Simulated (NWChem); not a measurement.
CBrCl₃; SMILES ClC(Br)(Cl)Cl

```xyz
5

Cl     0.2029     1.6553     1.0030
C      0.0000     0.0000     0.4213
Cl    -1.5350    -0.6519     1.0030
Cl     1.3321    -1.0033     1.0030
Br     0.0000     0.0000    -1.5276
```
Atoms are numbered in this order, from 1.

Level: PBE0/def2-SVP (NWChem), optimised geometry, unscaled harmonic frequencies. This build's default masses of Se (78.918 u) and Br (79.917 u) are each other's, which moves their modes by up to 0.6 %.

Question: List the harmonic frequencies with IR intensities, and the thermochemistry.

Answer: 
```json
[
 {"frequency (cm⁻¹)": "193", "IR intensity (km/mol)": "0.0"},
 {"frequency (cm⁻¹)": "193", "IR intensity (km/mol)": "0.0"},
 {"frequency (cm⁻¹)": "252", "IR intensity (km/mol)": "0.1"},
 {"frequency (cm⁻¹)": "301", "IR intensity (km/mol)": "0.0"},
 {"frequency (cm⁻¹)": "301", "IR intensity (km/mol)": "0.0"},
 {"frequency (cm⁻¹)": "438", "IR intensity (km/mol)": "0.9"},
 {"frequency (cm⁻¹)": "732", "IR intensity (km/mol)": "179.1"},
 {"frequency (cm⁻¹)": "795", "IR intensity (km/mol)": "160.3"},
 {"frequency (cm⁻¹)": "795", "IR intensity (km/mol)": "160.3"}
]
```

| Property | Result |
|---|---|
| zero-point energy | 5.7 kcal/mol |
| thermal correction to the enthalpy at 298.15 K (with zero-point energy) | 10.0 kcal/mol |
| heat capacity Cv | 18.2 cal/(mol K) |
| entropy at 298.15 K and 1 atm (symmetry number 3) | 79.3 cal/(mol K) |
| dipole moment | 0.05 D |

Rigid rotor and harmonic oscillator.
